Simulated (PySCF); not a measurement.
# One molecule, several mistakes: B2H2OSi

These are calculations, not measurements. They come from PySCF 2.14.0, an open-source quantum chemistry program, on an isolated molecule that a program drew, which may never have been made. The molecule is B2H2OSi (charge 0, singlet), drawn as the SMILES string `B[Si]B=O`.

Each row is a Hartree-Fock (HF) and frozen-core CCSD(T) single point in the cc-pV(D+d)Z basis, meant for a local HF minimum. Run 1 is clean. Each other run has one planted mistake out of seven kinds, and not every kind appears here: one electron removed, one electron added, multiplicity raised by two, geometry at a saddle point, minimal basis STO-3G, one bond length entered in bohr, all coordinates scaled. The reference is restricted for singlets and unrestricted otherwise, and also for a bond in bohr. Adding or removing an electron swaps singlet and doublet. Electrons count all cores. HOMO and LUMO are orbital energies over both spins, the gradient is its largest component, and the lowest frequency (negative if imaginary) is given only where the gradient is small. Bond lengths are over the 5 bonds as drawn. T1 is the CCSD diagnostic: over 0.02 (restricted) or 0.045 (unrestricted) a single reference is doubtful.

Geometry of the clean run:
```xyz
6
B2H2OSi, angstrom
B     1.5501    1.4290    0.2113
Si    1.9882    1.9378   -1.6769
B     2.0350   -0.0379   -2.1985
O     2.0728   -1.1737   -2.5480
H     0.4093    1.3324    0.5746
H     2.4199    1.2620    1.0225
```

```
run,electrons,basis functions,<S^2>,HOMO (eV),LUMO (eV),gradient (hartree/bohr),lowest frequency (cm^-1),mean bond (Å),longest bond (Å),T1,HF (hartree),CCSD(T) (hartree),mistake
1,34,75,0.000,-9.64,-0.50,2.0e-05,112,1.5278,2.044,0.0223,-414.30574,-414.77713,no fault
2,34,26,0.000,-6.60,4.89,3.2e-02,-,1.5278,2.044,0.0227,-409.32188,-409.54255,minimal basis STO-3G
3,34,75,0.000,-9.52,-0.27,2.1e-01,-,1.4178,1.897,0.0206,-414.26925,-414.73220,?
4,33,75,0.776,-18.06,-7.74,3.8e-02,-,1.5278,2.044,0.0289,-413.98803,-414.43338,?
```

**Which mistake was planted in run 3, and what did it cost?**

The mean and the longest bond both change by the same factor, 0.928, and the gradient is no longer small. So the mistake is: all coordinates scaled. Subtracting run 1 and multiplying by 627.51 kcal/mol a hartree, the energy moved by 22.9 kcal/mol in HF and 28.2 kcal/mol in CCSD(T).

**Which mistake was planted in run 4, and what did it cost?**

It counts 33 electrons, one fewer than the clean run, at the same geometry and basis. So the mistake is: one electron removed. Subtracting run 1 and multiplying by 627.51 kcal/mol a hartree, the energy moved by 199.4 kcal/mol in HF and 215.7 kcal/mol in CCSD(T).

Cautions from the logs. Run 1: T1 is over the limit, so its CCSD(T) energy is less reliable; run 2: T1 is over the limit, so its CCSD(T) energy is less reliable; run 3: T1 is over the limit, so its CCSD(T) energy is less reliable.
